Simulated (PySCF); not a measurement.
H2Se2. Atoms are numbered in the order given.

```xyz
4

Se    -1.1617    -0.0343     0.0295
H     -1.3584     0.9968    -1.0036
Se     1.1617     0.0343     0.0295
H      1.3584    -0.9968    -1.0036
```

The structure is a stationary point at PBE0-D3(BJ)/def2-TZVP.

Calculation: TDA-PBE0/def2-SVPD in PySCF 2.14.0.

Vertical excitations. Gas-phase values at a fixed geometry. State labels are in the subgroup C2.

| state | symmetry | energy (eV) | λ (nm) | f | main pairs |
|---|---|---|---|---|---|
| S1 | A | 3.94 | 315 | 0.003 | HOMO−1→LUMO 99 % |
| S2 | B | 3.94 | 314 | 0.008 | HOMO→LUMO 98 % |
| S3 | A | 5.50 | 225 | 0.012 | HOMO→LUMO+1 92 % |
| S4 | B | 5.51 | 225 | 0.015 | HOMO−1→LUMO+1 89 % |
| S5 | B | 6.11 | 203 | 0.006 | HOMO→LUMO+2 84 % |
| S6 | A | 6.14 | 202 | 0.001 | HOMO−1→LUMO+2 92 % |
| S7 | B | 7.14 | 174 | 0.362 | HOMO−2→LUMO 67 % |
| S8 | A | 7.38 | 168 | 0.025 | HOMO→LUMO+3 75 %, HOMO−1→LUMO+4 14 % |
| S9 | B | 7.39 | 168 | 0.029 | HOMO−1→LUMO+3 70 %, HOMO→LUMO+4 19 % |
| S10 | B | 7.46 | 166 | 0.040 | HOMO−1→LUMO+5 68 %, HOMO→LUMO+6 13 %, HOMO→LUMO+4 13 % |
| T1 | B | 3.28 | 378 | 0 | HOMO→LUMO 98 % |
| T2 | A | 3.31 | 375 | 0 | HOMO−1→LUMO 98 % |
| T3 | B | 5.09 | 244 | 0 | HOMO−1→LUMO+1 72 %, HOMO→LUMO+2 22 % |
| T4 | A | 5.09 | 244 | 0 | HOMO→LUMO+1 75 %, HOMO−1→LUMO+2 21 % |
Triplets are in the Tamm–Dancoff approximation.
